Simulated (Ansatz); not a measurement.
Species: sum formula BNH₃Cl₂ (charge +1, singlet). It need not be the lowest isomer of its formula. 
Coordinates optimised at B3LYP-D3(BJ)/def2-TZVP (Ansatz, a quantum-chemistry and plane-wave program):
```xyz
7

B     -0.1635    -0.0582     0.0110
Cl     0.0731     1.6294     0.0708
Cl     1.0127    -1.2806    -0.1456
N     -1.6558    -0.5343     0.1139
H     -2.2205    -0.1333    -0.6432
H     -2.0833    -0.2104     0.9886
H     -1.7474    -1.5533     0.0735
```
Charge +1, spin multiplicity 1.

Parts of the frozen-core correlation energy in cc-pV(T+d)Z (Ansatz, hartree). Frozen orbitals: 12; correlated occupied orbitals by spin: 12 and 12; virtual: 156 and 156. No spin-orbit coupling. Non-relativistic.

| term | value |
|---|---|
| reference (HF) | -999.81708 |
| MP2 opposite-spin | -0.51642 |
| MP2 same-spin | -0.16949 |
| CCSD correlation | -0.72834 |
| (T) | -0.03102 |
| T1 diagnostic | 0.011 |
| largest doubles amplitude | 0.038 |
